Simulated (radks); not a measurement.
Kinetic energies: the exact non-interacting value of the Kohn-Sham orbitals and orbital-free approximations, in hartree. Species: Pb2+ [Hg]; Tl2+ [Xe] 4f14 5d10 6s1. Calculated with a radial shooting solver on a logarithmic mesh with Libxc functionals: non-relativistic Kohn-Sham, exchange-only PBE, spin-polarised, spherical densities, point nucleus. Every spin shell is full or empty, so the densities are truly spherical. Functionals are evaluated on that one density, not self-consistently.

functional,Pb2+,Tl2+
exact,19522.0,18959.8
Thomas-Fermi,18629,18088
von Weizsacker,6854.2,6684.6
TF + vW,25483,24773
TF + vW/9,19390,18831
TF + vW/5,20000,19425
LC94,19527,18964
APBEK,19532,18969
revAPBEK,19558,18994
Perdew 92,19392,18832
Thakkar,19369,18811
Pearson,19361,18802
LKT,22600,21963
PG1,21921,21300
DePristo-Kress,19484,18922
Ernzerhof,19431,18870
